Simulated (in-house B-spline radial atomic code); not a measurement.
**RPA and G0W0 on r2SCAN0: Lu II (Lu+)**

Configuration [Xe] 4f14 6s2, mean-field start r2SCAN0. Computed with a B-spline radial code for spherical atoms: all electrons, scalar-relativistic (spin-free one-electron X2C), finite nucleus, each spin shell either full or empty, empty states to l = 9 with an (l + 1/2)⁻⁴ tail; G0W0 by contour deformation at full frequency.

Without the two-electron picture change, the correlation of inner shells comes somewhat too large for so heavy an element.

Command:
```bash
python run_gw.py task.json out
```
Settings (radii: box in bohr, nucleus in fm):
```
Z                        71
electrons                70
configuration            [Xe] 4f14 6s2
hamiltonian              x2c
method                   r2scan0
lmax                     9
rms_radius               5.37
spin_polarised           False
box_radius               23.78
intervals                70
ion_configuration        [Xe] 4f14 6s1
```

Cost of the run: 11 s on 1 thread of Arm Neoverse V2, with other jobs on the host.

Energies (hartree):

| term | value |
| --- | --- |
| mean-field total | -14563.19260 |
| Hartree-Fock functional on these orbitals | -14558.21498 |
| direct second order | -7.6261 |
| second-order exchange | 1.8679 |
| SOSEX correction | 1.6993 |

(1) What is the RPA correlation energy, and what remains with SOSEX?

Quasi-particle levels (eV):

```
level  occupied  mean field  Σx - vxc     Σc  QP weight    G0W0
   6s       yes     -11.719     -0.97      ?          ?       ?
   5d        no      -7.847      4.57  -2.45      0.822  -5.734
```

G0W0 = mean field + (Σx - vxc) + Σc, with Σc (partial-wave tail included) taken at the quasi-particle energy. Only the outer levels were computed. Levels of low weight are left out.

(2) Where does G0W0 put 6s?

(3) What does it cost to remove one electron (to [Xe] 4f14 6s1) by differences of total energies, each species on its own start (correlation terms add to the Hartree-Fock functional)?

Answers

(1) RPA gives -6.3229 hartree (-2.46 eV per electron); RPA + SOSEX gives -4.6236, and the second-order doubles -5.7583 hartree (no singles). SOSEX takes back 27 % of the RPA value.

(2) At -14.216 eV, with Σc = -1.53 eV and a quasi-particle weight of 0.920. The tabulated removal energy is 14.13 ± 0.05 eV (NIST, semi-empirical); the calculation leaves out spin-orbit coupling, Breit and QED terms, and what these don't explain is the method's own error.

(3) r2SCAN0 13.626 eV, Hartree-Fock functional 12.547 eV, + RPA 14.211 eV, + RPA + SOSEX 13.842 eV, + second order 14.938 eV. Tabulated: 14.13 ± 0.05 eV (NIST, semi-empirical); the calculation leaves out spin-orbit coupling, Breit and QED terms, and what these don't explain is the method's own error.
